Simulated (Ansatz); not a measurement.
A nudged elastic band was laid between two geometries of AlH4NO2 + H2 (10 atoms, charge 0, multiplicity 1).

Level of theory: RKS r2SCANh/def2-SVP in Ansatz.

- movable images: 5
- climbing image: yes
- spring: 5.0 eV/Å²
- optimiser: quadratic models (default)
- start path: through a guess of the saddle point
- force threshold: 0.05 eV/Å
- iteration limit: 60
- end points: relaxed

Initial state:

```xyz
10
Properties=species:S:1:pos:R:3
Al -0.361 -0.299 -0.137
N -0.345 1.388 -0.670
O 0.438 -1.562 -0.949
O -1.361 -0.687 1.180
H 1.440 0.537 1.136
H 1.540 -0.160 1.426
H -0.913 2.110 -0.242
H 0.162 1.774 -1.455
H 0.926 -1.522 -1.770
H -1.526 -1.580 1.480
```

Final state:

```xyz
10
Properties=species:S:1:pos:R:3
Al 0.221 -0.600 0.296
N 0.112 1.361 -0.163
O 0.494 -1.066 -1.353
O -1.397 -0.642 0.921
H 0.784 1.986 0.277
H 1.420 -0.815 1.334
H -0.831 1.659 0.089
H 0.218 1.420 -1.176
H 0.758 -1.939 -1.642
H -1.778 -1.366 1.416
```

(1) Which bonds break or form, and what moves?

(2) What energy profile does the band end with?

(3) What is the geometry of the highest image?

(4) What are the harmonic wavenumbers there?

## Answers

(1) Bonds broken: H5–H6. Bonds formed: Al1–H6, N2–H5. AlH4NO2 + H2 becomes AlH6NO2.

(2) It converged. The highest image is number 3 of 0 to 6, 0.60 eV above the first end and 1.34 eV above the last; the last end lies 0.74 eV below the first. A vibrational analysis at the climbing image gives one clearly imaginary mode, 1109i cm⁻¹: a first-order saddle point. The orbitals stay closed-shell, which can raise the energy where a bond breaks towards radicals; this wasn't checked here.

```
image  path coordinate (Å)  energy (eV)  H5–H6 (Å)  Al1–H6 (Å)  N2–H5 (Å)
    0                 0.00         0.00       0.76        2.46       2.68
    1                 0.77         0.03       0.76        2.29       2.61
    2                 1.53         0.06       0.77        2.28       2.22
    3                 2.30         0.60       1.02        1.81       1.41
    4                 2.94        -0.29       1.77        1.63       1.04
    5                 3.58        -0.66       2.49        1.60       1.02
    6                 4.22        -0.74       3.06        1.60       1.02
```

(3) 
```xyz
10
Properties=species:S:1:pos:R:3
Al -0.058 -0.401 0.021
N -0.032 1.445 -0.304
O 0.613 -1.286 -1.270
O -1.364 -0.852 1.015
H 0.936 0.980 0.608
H 1.304 0.160 1.078
H -0.742 2.065 0.080
H 0.329 1.829 -1.174
H 0.615 -2.230 -1.417
H -1.600 -1.710 1.362
```

(4) 1109i, 61, 161, 206, 242, 294, 329, 456, 522, 533, 618, 668, 698, 834, 946, 966, 1481, 1506, 1818, 1858, 3560, 3668, 4018, 4021 cm⁻¹.

The run took 6 min on 2 threads of Intel(R) Xeon(R) Platinum 8259CL CPU @ 2.50GHz (Skylake/Cascade Lake), with other jobs on the host, peak memory 0.22 GiB.
